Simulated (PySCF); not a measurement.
# PySCF run on TeC

The script input.py:

```python
from pyscf import gto, scf

mol = gto.M(
    atom='Te 0 0 0; C 0 0 2.131',
    basis='def2-svpd',
    ecp={'Te': 'def2-svpd'},
    charge=0,
    spin=0,
    symmetry=True,
    verbose=3,
)
mf = scf.RHF(mol)
mf.kernel()
mf.dip_moment()
print('orbital energies (hartree):', mf.mo_energy[..., max(0, mol.nelec[1]-3):mol.nelec[0]+3].round(4))
```

```bash
$ OMP_NUM_THREADS=1 python input.py
```

Output:

```
converged SCF energy = -304.661783370753
Dipole moment(X, Y, Z, Debye):  0.00000,  0.00000, -1.18981
orbital energies (hartree): [-0.427  -0.3506 -0.3506 -0.005  -0.005   0.0456]
```

In short: E(SCF) = -304.661783 Eh, μz(SCF) = -1.19 D.

Run time: 1.1 s on 1 thread of Arm Neoverse V1 (shared host), peak memory 0.11 GiB.

Stability towards an unrestricted solution was not tested. The bond length is a typed value, not an optimised one.
